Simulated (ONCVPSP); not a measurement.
Before and after: ONCV potential for platinum

Pt, optimised norm-conserving Vanderbilt (ONCV), made with ONCVPSP 4.0.1 (LDA (Perdew-Zunger), fully relativistic). Core [Kr] 4d10, reference 4f13 5s2 5p6 5d10 6s1. Waves: 5s+6s: rc 1.55 bohr, ncon 4, nbas 7, qcut 7 1/bohr, 2 projectors; 5p: rc 1.85 bohr, ncon 3, nbas 6, qcut 7.8 1/bohr, 2 projectors, debl 1.2 Ha; 5d: rc 2.30 bohr, ncon 4, nbas 9, qcut 6.9 1/bohr, 2 projectors, debl 2.2 Ha; 4f: rc 0.80 bohr, ncon 3, nbas 8, qcut 19.2 1/bohr, 2 projectors, debl 3.1 Ha. Local part: polynomial inside 0.55 bohr (lpopt 5, dvloc0 0 Ha). Core correction: Teter function, fcfact 5, rcfact 1.7.

Open shells are filled in proportion to 2j + 1.

In the p channel the program set the typed energies aside and used -2.008, 0.250 Ha (j = l + 1/2; the other j can differ).

Change: all radii but the core radius scaled by about 1.10 (s 1.70, p 2.02, d 2.52, f 0.88 bohr); local potential polynomial inside 0.60 bohr (lpopt 5, dvloc0 0 Ha).

Cutoffs: the cutoffs (Ha) at which the residual kinetic energy of the hardest occupied pseudo-wave falls to 1 and 0.1 mHa per electron; they do not see the model core or the augmentation charge, which bear on the density cutoff. Errors are all-electron minus pseudo energies relative to the spin-unpolarised reference configuration.

Task: What does the change do?

Result: The potential gets softer (174 Ha and 365 Ha → 163 Ha and 175 Ha); both files keep a bound ghost (d, p, s); the lowest positive-energy flag moves from s at 192.2 eV to d3/2 at 21.3 eV; the number of tests with a reliable result goes from 4 to 0. A larger radius leaves more room for a smooth pseudo-wave, so fewer plane waves are needed.

| quantity | base | changed |
| --- | --- | --- |
| cutoff, loose | 174 Ha | 163 Ha |
| cutoff, tight | 365 Ha | 175 Ha |
| loose cutoff by channel | s 20 Ha, p 18 Ha, d 17 Ha, f 174 Ha | s 18 Ha, p 18 Ha, d 16 Ha, f 163 Ha |
| bound ghosts | s, p3/2, d5/2, p1/2, d3/2 | s, p3/2, d5/2, p1/2 |
| GHOST(+) flags under 300 eV | s at 192.2 eV | d3/2 at 21.3 eV |
| tests with a reliable result | 4 of 4 | 0 of 4 |
| rms error of d²Exc/dni dnj with the model core, mHa | 2.03 | 2.14 |

 A true bound ghost makes a file unfit for plane-wave use even where its test errors are small: the radial tests pick states by their node count and pass the ghost by.
